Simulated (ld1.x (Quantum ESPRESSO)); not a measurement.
# iodine: one change to a TM semilocal potential, before and after

I (Z = 53), norm-conserving Troullier–Martins (semilocal form), made with ld1.x (Quantum ESPRESSO) 7.5 (PW91, scalar-relativistic). Core [Kr] 4d10, reference 5s2 5p5. Waves: 5p (bound): rc 1.75 bohr; 5s (bound): rc 1.50 bohr. Local part: the s channel. Core correction: none.

Change: wave 5p (bound): rc 1.75 bohr becomes 5p (bound): rc 1.18 bohr.

Cutoffs: the cutoffs (Ry, on a coarse ladder) from which the occupation-weighted sum of valence levels, in a spherical-Bessel basis at the reference potential, stays within 10 and 1 mRy of its value at 400 Ry; they do not see the model core or the augmentation charge, which bear on the density cutoff. Errors are all-electron minus pseudo energies relative to the spin-unpolarised reference configuration.

**Question.** How do hardness, ghosts and transferability respond?

**Answer.** The miss of the reference levels goes from 0.00 to 0.57 eV; the number of tests that count goes from 7 to 4; of the 4 tests that both files solve, the error grows in 4 and shrinks in 0 by more than 15 % and 0.3 meV (median size 1.3 → 172.8 meV); neither file shows a bound ghost at the reference potential, the only one tested. That the errors move this way runs against the usual rule that smaller radii transfer better. A semilocal file is local in each channel, so a ghost entry of none says nothing of the separable form that plane-wave codes build from it.

```tsv
quantity	base	changed
cutoff, loose	55 Ry	230 Ry
cutoff, tight	100 Ry	over 300 Ry
loose cutoff by channel (10 mRy a level)	p 12 Ry, s 35 Ry	p 110 Ry, s 35 Ry
bound ghosts	none	none
largest miss of a reference level, eV	0.00	0.57
tests counted (converged, no solver errors)	7 of 7	4 of 7
error for 5s2 5p4, meV [ΔE 11.19 eV]	-1.7	-232
error for 5s2 5p4.5, meV [ΔE 4.56 eV]	-0.9	-113
error for 5s1 5p6, meV [ΔE 10.44 eV]	+7.7	-397
error for 5s2 5p5.3, meV [ΔE -1.80 eV]	+0.6	+61
```

Base: ld1.x printed “convergence not achieved” for 7 of the counted tests; their residual had stalled under 1e-8, short of the target of 1e-14. Changed file: Tests not counted: 5s2 5p3 (pseudo-atom not self-consistent, printed error -439 meV); 5s2 5p2 (pseudo-atom not self-consistent, printed error -484 meV); 5s1 5p5 (pseudo-atom not self-consistent, printed error -657 meV). ld1.x printed “convergence not achieved” for 4 of the counted tests; their residual had stalled under 1e-8, short of the target of 1e-14.
